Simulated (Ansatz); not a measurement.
Relaxation of C2H7F3Si (13 atoms, charge 0, multiplicity 1), to a largest force component of 0.03 eV/Å in at most 50 steps.

Computed with Ansatz 0.2.0, RKS PBE-D4/def2-SVP.

```xyz
13
Properties=species:S:1:pos:R:3
Si -0.305 0.502 1.368
C 0.396 0.569 -0.370
C -0.494 -0.105 -1.427
F -1.144 1.888 1.599
F 0.919 0.518 2.449
H -1.238 -0.617 1.675
H 1.295 -1.563 0.157
F 0.799 -2.167 0.638
H 1.437 0.169 -0.386
H 0.526 1.650 -0.600
H -1.514 0.331 -1.434
H -0.082 0.013 -2.449
H -0.596 -1.189 -1.219
```

Problem. Where does it end, and by what steps?

Solution. The forces met the threshold. After 17 steps the energy has fallen by 0.240 eV; H7 moved furthest, 1.11 Å.

```
step  energy less start (eV)  largest force component (eV/Å)  accepted
   0                  0.0000                           0.714       yes
   1                 -0.0083                           0.830       yes
   2                 -0.0154                           1.022       yes
   3                 -0.0373                           0.247       yes
   4                 -0.0259                           1.482        no
   5                 -0.0478                           0.145       yes
   6                 -0.0579                           0.182       yes
   7                 -0.0570                           1.335        no
   8                 -0.0665                           0.410       yes
   9                 -0.0778                           0.348       yes
  10                 -0.0964                           0.409       yes
  11                 -0.1172                           1.094       yes
  12                 -0.1865                           0.433       yes
  13                 -0.2209                           0.177       yes
  14                 -0.2324                           0.249       yes
  15                 -0.2361                           0.069       yes
  16                 -0.2389                           0.066       yes
  17                 -0.2397                           0.023       yes
```

```xyz
13
Properties=species:S:1:pos:R:3
Si -0.278 0.473 1.263
C 0.266 0.722 -0.509
C -0.526 -0.113 -1.528
F -0.578 1.911 1.976
F 0.985 -0.149 2.156
H -1.463 -0.402 1.502
H 1.276 -1.602 1.264
F 0.966 -2.123 0.538
H 1.347 0.469 -0.554
H 0.189 1.810 -0.724
H -1.612 0.113 -1.496
H -0.178 0.086 -2.561
H -0.395 -1.193 -1.328
```

Whether the end is a true minimum wasn't checked by a vibrational analysis.

The run took 45 s on 4 threads of Arm Neoverse N1 (shared host), peak memory 0.17 GiB.
